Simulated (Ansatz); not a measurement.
Born–Oppenheimer molecular dynamics of CH₅Ga (7 atoms, charge 0, multiplicity 1). It starts from a relaxed structure.

These are results of RKS PBE/def2-SVP (Ansatz 0.2.0), not measurements.

```
ensemble                      : NVE (velocity Verlet)
time step                     : 1 fs
steps asked                   : 100
starting velocities drawn for : 500 K
seed                          : 538463
```

First frame:

```xyz
7
Properties=species:S:1:pos:R:3
Ga -0.008 -0.006 -0.004
C -0.011 -0.019 1.975
H -0.993 -0.302 2.402
H 0.772 -0.696 2.374
H 0.236 1.003 2.336
H 1.369 0.011 -0.794
H -1.365 0.011 -0.828
```

Problem. How far do the bonds stretch over the last three quarters of this one trajectory? (Pairs bonded in most of those frames.)

Solution. 
| bond | mean (Å) | spread (Å) | shortest | longest |
| --- | --- | --- | --- | --- |
| Ga1–C2 | 1.981 | 0.027 | 1.94 | 2.02 |
| Ga1–H6 | 1.610 | 0.090 | 1.47 | 1.74 |
| Ga1–H7 | 1.591 | 0.012 | 1.57 | 1.61 |
| C2–H3 | 1.110 | 0.015 | 1.08 | 1.14 |
| C2–H4 | 1.115 | 0.027 | 1.07 | 1.16 |
| C2–H5 | 1.109 | 0.014 | 1.09 | 1.13 |

Mean temperature of the second half: 270 K. The conserved energy stayed within 0.97 meV per atom of its start (net change 0.23 meV per atom), so the integration is sound. The temperature averaged 0.54 of the 500 K drawn at the start: a run that starts near a minimum puts about half its kinetic energy into the potential. A run of 0.1 ps of so small a system gives no equilibrium averages.

The run took 2.1 min on 1 thread of Arm Neoverse V2 (shared host), peak memory 0.12 GiB.
